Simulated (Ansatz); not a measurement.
Reaction (SMILES): O=S(F)F → 2 F atom + O atom + S atom
B3LYP-D3(BJ)/def2-TZVP geometries, fixed; electronic energies without zero-point terms.

Basis-set convergence of the atomisation energy at wB97M-V with Ansatz (a program for electronic structure). Cartesian d functions, on some or all atoms, in 6-31G**; all else is spherical. The program fits the integrals of some runs and decomposes those of others, by size. Open shells are unrestricted. The functional holds VV10 correlation; no added dispersion term, no relativity. Functions are those of the species that has most. Reference: the value in pcseg-4, 313.59 kcal/mol, itself unsure by roughly 0.68 kcal/mol (its mean distance from aug-pcseg-3, aug-cc-pV(Q+d)Z, cc-pV(5+d)Z).

```csv
basis,functions,atomisation energy (kcal/mol)
STO-3G,24,___
3-21G,40,182.14
pcseg-0,40,___
6-31G**,64,___
cc-pV(D+d)Z,65,289.58
def2-SVPD,96,286.54
aug-cc-pV(D+d)Z,101,___
def2-TZVPP,135,309.64
jun-cc-pV(T+d)Z,165,309.59
aug-cc-pV(T+d)Z,193,310.33
def2-QZVPP,241,312.01
pcseg-3,244,313.21
aug-cc-pV(Q+d)Z,329,312.29
```

Task: What belongs in the gaps?

Result: 
- STO-3G, atomisation energy (kcal/mol): 165.68
- pcseg-0, atomisation energy (kcal/mol): 160.61
- 6-31G**, atomisation energy (kcal/mol): 290.79
- aug-cc-pV(D+d)Z, atomisation energy (kcal/mol): 295.56
